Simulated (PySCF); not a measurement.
C₂H₇AlClNO (SMILES C[N](C)[Al]([OH])[Cl]), singlet, geometry from GFN2-xTB (such geometries of metal compounds can be far from the true shape); CAMB3LYP/def2-SVP, polarisability (PySCF).

The PySCF input:
```python
from pyscf import gto, scf, dft
from pyscf.prop import polarizability

mol = gto.Mole()
mol.atom = '''
    Al   -0.22350354    0.11978881   -0.55045025
    Cl   -0.25252054   -1.79634920   -1.21363934
    O    -0.74020875    1.32229164   -1.53947975
    H    -1.01144841    2.09194847   -2.01626203
    N     0.36095754    0.51118069    1.10482423
    C     0.83746537   -0.47457258    2.05465094
    C     0.40639100    1.85776352    1.63667032
    H     1.87751808   -0.27457581    2.33906149
    H     0.22864633   -0.46684466    2.96672405
    H     0.78319859   -1.46679810    1.60814825
    H    -0.21769705    1.94827018    2.53378238
    H     1.43103897    2.14052320    1.90617148
    H     0.03896769    2.55241488    0.88423721
'''
mol.basis = 'def2-svp'
mol.verbose = 4
mol.build()

mf = dft.RKS(mol)
mf.xc = 'camb3lyp'
mf.kernel()
alpha = mf.Polarizability().polarizability()[2, 2]
print('alpha_zz =', alpha)
```

Problem. What does PySCF print? Leave out banner, timings and long lists.

Solution. 
```
site-packages/pyscf/prop/efg/rhf.py:45: UserWarning: Module EFG is under testing
  warnings.warn('Module EFG is under testing')
site-packages/pyscf/prop/efg/dhf.py:30: UserWarning: Module EFG is under testing
  warnings.warn('Module EFG is under testing')
site-packages/pyscf/prop/zfs/uhf.py:40: UserWarning: Module ZFS is under testing
  warnings.warn('Module ZFS is under testing')
site-packages/pyscf/prop/gtensor/uhf.py:43: UserWarning: Module g-tensor is under testing
  warnings.warn('Module g-tensor is under testing')
site-packages/pyscf/prop/gtensor/uks.py:41: UserWarning: Module g-tensor is under testing
  warnings.warn('Module g-tensor is under testing')
site-packages/pyscf/prop/hfc/uks.py:35: UserWarning: Module HFC is under testing
  warnings.warn('Module HFC is under testing')
site-packages/pyscf/prop/magnetizability/rhf.py:39: UserWarning: Module magnetizability is under testing
  warnings.warn('Module magnetizability is under testing')
site-packages/pyscf/prop/magnetizability/uhf.py:37: UserWarning: Module magnetizability is under testing
  warnings.warn('Module magnetizability is under testing')
site-packages/pyscf/prop/magnetizability/rks.py:37: UserWarning: Module magnetizability is under testing
  warnings.warn('Module magnetizability is under testing')
site-packages/pyscf/prop/magnetizability/uks.py:39: UserWarning: Module magnetizability is under testing
  warnings.warn('Module magnetizability is under testing')
site-packages/pyscf/prop/polarizability/uhf.py:34: UserWarning: Module polarizability is under testing
  warnings.warn('Module polarizability is under testing')
site-packages/pyscf/prop/polarizability/rks.py:29: UserWarning: Module polarizability is under testing
  warnings.warn('Module polarizability is under testing')
site-packages/pyscf/prop/polarizability/uks.py:29: UserWarning: Module polarizability is under testing
  warnings.warn('Module polarizability is under testing')
PySCF version 2.14.0

[INPUT] verbose = 4
[INPUT] num. atoms = 13
[INPUT] num. electrons = 64
[INPUT] charge = 0
[INPUT] spin (= nelec alpha-beta = 2S) = 0
[INPUT] symmetry False subgroup None
[INPUT] Mole.unit = angstrom
[INPUT] Symbol           X                Y                Z      unit          X                Y                Z       unit  Magmom
[...]
nuclear repulsion = 357.731666381227
number of shells = 61
number of NR pGTOs = 217
number of NR cGTOs = 127
basis = def2-svp
ecp = {}

******** <class 'pyscf.dft.rks.RKS'> ********
method = RKS
initial guess = minao
damping factor = 0
level_shift factor = 0
DIIS = <class 'pyscf.scf.diis.CDIIS'>
diis_start_cycle = 1
diis_space = 8
diis_damp = 0
SCF conv_tol = 1e-09
SCF conv_tol_grad = None
SCF max_cycles = 50
direct_scf = True
direct_scf_tol = 1e-13
XC library pyscf.dft.libxc version 7.1.2
    S. Lehtola, C. Steigemann, M. J. T. Oliveira, and M. A. L. Marques,  SoftwareX 7, 1–5 (2018)
XC functionals = camb3lyp
    T. Yanai, D. P. Tew, and N. C. Handy,  Chem. Phys. Lett. 393, 51 (2004)
radial grids:
    Treutler-Ahlrichs [JCP 102, 346 (1995); DOI:10.1063/1.469408] (M4) radial grids

becke partition: Becke, JCP 88, 2547 (1988); DOI:10.1063/1.454033
pruning grids: <function nwchem_prune>
grids dens level: 3
symmetrized grids: False
atomic radii adjust function: <function treutler_atomic_radii_adjust>
small_rho_cutoff = 0
Set gradient conv threshold to 3.16228e-05
Initial guess from minao.
tot grids = 162936
init E= -913.164035462242
[...]
cycle= 1 E= -912.587347171622  delta_E= 0.577  |g|= 0.802  |ddm|= 3.57
[...]
cycle= 2 E= -912.528312176514  delta_E= 0.059  |g|=    1  |ddm|= 1.24
[...]
cycle= 3 E= -912.715297201729  delta_E= -0.187  |g|= 0.067  |ddm|= 0.698
[...]
cycle= 4 E= -912.716203959645  delta_E= -0.000907  |g|= 0.0289  |ddm|= 0.0924
[...]
cycle= 5 E= -912.716386104711  delta_E= -0.000182  |g|= 0.00975  |ddm|= 0.0317
[...]
cycle= 6 E= -912.716406058613  delta_E= -2e-05  |g|= 0.00248  |ddm|= 0.00972
[...]
cycle= 7 E= -912.716407762528  delta_E= -1.7e-06  |g|= 0.000538  |ddm|= 0.00318
[...]
cycle= 8 E= -912.716407879683  delta_E= -1.17e-07  |g|= 0.00015  |ddm|= 0.00088
[...]
cycle= 9 E= -912.716407889263  delta_E= -9.58e-09  |g|= 5.24e-05  |ddm|= 0.000278
[...]
cycle= 10 E= -912.716407890368  delta_E= -1.1e-09  |g|= 1.37e-05  |ddm|= 9.26e-05
[...]
cycle= 11 E= -912.716407890446  delta_E= -7.87e-11  |g|= 4.32e-06  |ddm|= 2.43e-05
[...]
Extra cycle  E= -912.71640789044  delta_E= 6.37e-12  |g|= 3.84e-06  |ddm|= 7.63e-06
converged SCF energy = -912.71640789044
Isotropic polarizability 58.5369381569
Polarizability anisotropy 15.5771073167
alpha_zz = 64.18329387443798
```
